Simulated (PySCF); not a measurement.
ZrF2Cl2 (singlet state).
Structure used (PBE0-D3(BJ)/def2-SVP), in Å, numbered top down from 1:
```xyz
5
Cl2F2Zr angstrom
Zr     0.092   -0.022    0.069
F     -0.137   -0.043    1.941
F      1.936   -0.022   -0.321
Cl    -0.904    1.869   -0.860
Cl    -0.912   -1.892   -0.892
```

Level of theory: PBE0-D3(BJ)/def2-SVP geometry optimisation, gas phase, def2 core potentials past Kr (PySCF 2.14.0).

Question: Which atoms are bound to Zr1, and at what distances?

Answer: 4 atoms: F3 1.884 Å, F2 1.886 Å, Cl5 2.330 Å, Cl4 2.331 Å.

Question: List the angles at Zr1.

Answer: 
| angle | degrees | distance of the outer atoms (Å) |
| --- | --- | --- |
| F2–Zr1–Cl4 | 110.6 | 3.48 |
| F2–Zr1–Cl5 | 110.4 | 3.47 |
| F3–Zr1–Cl5 | 109.7 | 3.45 |
| F3–Zr1–Cl4 | 109.6 | 3.45 |
| F2–Zr1–F3 | 108.9 | 3.07 |
| Cl4–Zr1–Cl5 | 107.6 | 3.76 |

Question: What is the shape at Zr1?

Answer: Tetrahedral: angles from 107.6° to 110.6°; τ4 = (360° − α − β)/141° = 0.99 with α and β the two widest (0 for a square, 1 for a tetrahedron). Differences among atoms that C2v makes equivalent are scatter left by the optimiser.

Question: What are the rotational constants (commonest isotopes, rigid rotor)?

Answer: A = 2002, B = 1501, C = 1231 MHz: an asymmetric top.

Point group: C2v (every atom within 0.08 Å of its image). Charge 0, singlet. No PBE0-D3(BJ)/def2-SVP frequencies stand behind this structure, so it isn't proved a minimum.

On an Intel Xeon at 2.60 GHz with one thread, on a shared host, this took 47 s wall and 0.38 GiB of memory at its peak. These figures are those of the optimisation.
